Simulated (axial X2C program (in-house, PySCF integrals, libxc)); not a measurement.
# How the levels of PrI (f3 s1 d(πδ)0 orbitals) move with the bond length

Calculated with an axial X2C code built on PySCF integrals: two-component X2C with atomic mean-field Coulomb and Gaunt terms, basis Pr dyall-v3z, I dyall-v3z (cores contracted in-house). Orbitals come from Hartree–Fock averaged over the configuration Pr f3 s1 d(πδ)0; CI then distributes these electrons over the f, s, d(πδ) shells of Pr.

At R = 3.135 Å:

```
Ω  energy (cm⁻¹)     g∥  μ (D)  configuration
4              0   4.67  -5.57     100% f3 s1
3            102   3.42  -5.54     100% f3 s1
2            177   2.14  -5.56     100% f3 s1
1            242   0.97  -5.56     100% f3 s1
0            271   0.00  -5.55     100% f3 s1
5            480   8.73  -5.56     100% f3 s1
4            584   7.05  -5.51     100% f3 s1
3            679   5.29  -5.50     100% f3 s1
2            747   3.59  -5.50     100% f3 s1
1            782   1.87  -5.50     100% f3 s1
0            792   0.00  -5.50     100% f3 s1
6           1548  12.69  -5.56     100% f3 s1
5           1636  10.54  -5.51     100% f3 s1
4           1723   8.49  -5.49     100% f3 s1
```

g∥ is the magnitude of 2⟨Lz + ge Sz⟩ for the +Ω component. μ is positive if the I end is positive. The lowest 14 levels at most are listed.

At R = 3.260 Å:

```json
{"Ω": "4", "energy (cm⁻¹)": "0", "g∥": "4.66", "μ (D)": "-6.27", "configuration": "100% f3 s1"}
{"Ω": "3", "energy (cm⁻¹)": "105", "g∥": "3.43", "μ (D)": "-6.25", "configuration": "100% f3 s1"}
{"Ω": "2", "energy (cm⁻¹)": "177", "g∥": "2.14", "μ (D)": "-6.27", "configuration": "100% f3 s1"}
{"Ω": "1", "energy (cm⁻¹)": "241", "g∥": "0.97", "μ (D)": "-6.27", "configuration": "100% f3 s1"}
{"Ω": "0", "energy (cm⁻¹)": "270", "g∥": "0.00", "μ (D)": "-6.26", "configuration": "100% f3 s1"}
{"Ω": "5", "energy (cm⁻¹)": "481", "g∥": "8.72", "μ (D)": "-6.27", "configuration": "100% f3 s1"}
{"Ω": "4", "energy (cm⁻¹)": "584", "g∥": "7.06", "μ (D)": "-6.23", "configuration": "100% f3 s1"}
{"Ω": "3", "energy (cm⁻¹)": "677", "g∥": "5.29", "μ (D)": "-6.21", "configuration": "100% f3 s1"}
{"Ω": "2", "energy (cm⁻¹)": "744", "g∥": "3.59", "μ (D)": "-6.21", "configuration": "100% f3 s1"}
{"Ω": "1", "energy (cm⁻¹)": "778", "g∥": "1.87", "μ (D)": "-6.21", "configuration": "100% f3 s1"}
{"Ω": "0", "energy (cm⁻¹)": "787", "g∥": "0.00", "μ (D)": "-6.21", "configuration": "100% f3 s1"}
{"Ω": "6", "energy (cm⁻¹)": "1550", "g∥": "12.69", "μ (D)": "-6.27", "configuration": "100% f3 s1"}
{"Ω": "5", "energy (cm⁻¹)": "1637", "g∥": "10.54", "μ (D)": "-6.22", "configuration": "100% f3 s1"}
{"Ω": "4", "energy (cm⁻¹)": "1722", "g∥": "8.49", "μ (D)": "-6.20", "configuration": "100% f3 s1"}
```

The lowest level lies 272 cm⁻¹ above the lowest at the first distance.

Problem. How does the gap from the lowest to the fifth level change between the two distances?

Solution. From 271 to 270 cm⁻¹, a factor of 1.00.

Dynamic correlation is missing, so gaps between terms are too wide and other configurations may lie lower; the lowest level listed is that of this model, not necessarily the ground state. At most 4 roots were kept for each Ω > 0 (twice that for Ω = 0) within 2.2 eV of the lowest, so higher up levels can be missing between those listed; levels with Ω > 0 are doubly degenerate and listed once, Ω = 0 levels singly. Some active spinors are only partly of the character that their shell is named for, so the shell names and counts are nominal. States that fill the shells left empty in the average are placed too high.
